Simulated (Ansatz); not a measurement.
A structure relaxed at PBE0-D4/def2-TZVP, charge 0, multiplicity 1:

Cartesian coordinates in Å:
```
F -0.866 -0.859 -1.205
Sb -0.679 0.465 0.142
Cl 0.235 -0.957 1.741
Cl 1.310 1.352 -0.678
```

Give its formula and SMILES.

Cl2FSb, `[F][Sb]([Cl])[Cl]`.

Point group (tolerance 0.08 Å, 0.16 Å for H)?

Cs.

Summarise the bond lengths by kind.

1 × F–Sb 1.898 Å; 2 × Cl–Sb 2.327 Å.

All numbers were calculated with Ansatz.
